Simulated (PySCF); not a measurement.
# How methods differ on the ionisation energy of Br²⁺

Br²⁺ [Ar] 3d10 4s2 4p3 (4S) → Br³⁺ [Ar] 3d10 4s2 4p2 (3P), as a difference of total energies. All numbers are calculated (PySCF 2.14, a scalar-relativistic core potential, in aug-cc-pwCVDZ-PP with ECP10MDF (6s5p4d1f, 48 functions)). Correlated levels: valence: 3s2 3p6 3d10 frozen. The calculations carry no spin-orbit coupling.

| method | ionisation energy (eV) | difference from reference (eV) |
| --- | --- | --- |
| UHF | 34.621 | -0.250 |
| MP2 (valence) | 35.024 | +0.153 |
| SCS-MP2 (valence) | 34.885 | +0.014 |
| CCSD (valence) | 34.971 | +0.100 |
| CCSD(T) (valence) | 34.977 | +0.106 |

Reference: 34.871 ± 0.019 eV (measured; NIST Atomic Spectra Database, ionization energies).

The reference lies between the lowest fine-structure levels, while these numbers refer to the centres of the terms.

Errors of the correlated levels include the incompleteness of this basis and the frozen core.
